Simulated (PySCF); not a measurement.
H4N2O2W, SMILES [NH2][W]([NH2])(=[O])=[O], multiplicity 1. Coordinates come from a PBE-D3(BJ)/def2-SVP optimisation. The spin state was assumed, not searched. The structure was generated by enumeration; whether it is a known compound was not checked. The def2 effective core potentials stand for the cores of W; spin–orbit coupling is left out. The values are those of a single conformer.

All values below come from PBE-D3(BJ)/def2-SVP (PySCF).

Harmonic wavenumbers (cm⁻¹): 158, 201, 205, 226, 286, 320, 334, 392, 415, 623, 630, 680, 689, 950, 978, 1458, 1461, 3478, 3482, 3579, 3579. Rotational constants (GHz): 3.602, 3.119, 3.101; symmetry number 2.

**Question.** Work out the zero-point energy and the ideal-gas rigid-rotor harmonic-oscillator thermochemistry at 298.15 K and 1 atm.

**Answer.** ZPE = ½ Σ hcν = ½ × 24123 cm⁻¹ = 34.49 kcal/mol. H − E(el) = 39.81 kcal/mol. Entropy in cal/(mol K): translation 42.42, rotation 25.25, vibration 16.35, total 84.03. G − E(el) = 14.76 kcal/mol. Cp = 27.86 cal/(mol K).
